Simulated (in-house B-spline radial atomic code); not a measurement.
The europium ion Eu⁺: [Xe] 4f7 6s1

All numbers are computed (Dirac-Kohn-Sham relativistic LDA, spherical fractional occupations; Fermi nucleus of rms radius 5.1115 fm) with a radial B-spline atomic code at the basis-set limit, not measured.

Screening seen three ways: the hydrogenic charge with the same mean radius, Z_r = [3n² - l(l+1)]/(2<r>), the one with the same energy, Z_e = n√(-2ε), and Slater's rules. Values are occupation-weighted means over j. An effective charge above Z reflects the relativistic contraction of the inner shells.

```csv
shell,electrons,ε (eV),<r> (bohr),Z_r,Z_e,Slater
1s,2,-48010,0.02241,66.93,59.40,62.70
2s,2,-7896.3,0.09492,63.21,48.18,58.85
2p,6,-7073.7,0.08376,59.70,45.60,58.85
3s,2,-1742.8,0.25,54.00,33.95,51.75
3p,6,-1483.2,0.248,50.41,31.32,51.75
3d,10,-1121.2,0.2263,46.41,27.23,41.85
4s,2,-350.36,0.5675,42.29,20.30,35.25
4p,6,-264.15,0.5998,38.34,17.62,35.25
4d,10,-140.62,0.6552,32.05,12.86,23.85
5s,2,-50.847,1.383,27.11,9.67,11.30
5p,6,-30.26,1.628,22.42,7.46,11.30
4f,7,-9.2889,0.9648,18.66,3.31,14.90
6s,1,-8.7637,3.819,14.14,4.82,3.20
```

The least bound orbital is 6s1/2 at -8.764 eV, and it is also the most diffuse (<r> = 3.819 bohr).

Spin-orbit splittings of the orbital energies (j = l + 1/2 above j = l - 1/2 when positive): 2p 640.8 eV, 3p 130.7 eV, 3d 28.6 eV, 4p 29.02 eV, 4d 5.229 eV, 5p 3.825 eV, 4f 0.6218 eV.

For the 1s electron the small component carries 5.46 % of the norm, the zero-frequency Breit interaction raises the level by 142 eV, self-energy by 84.65 eV, and vacuum polarisation lowers it by 13.58 eV.

The density falls to 0.001 bohr⁻³ at 4.5 bohr; Σ<r²> = 57.214 bohr² gives, by the non-relativistic formula and without the paramagnetism of open shells, a Langevin diamagnetic susceptibility of -45.31×10⁻⁶ cm³/mol.
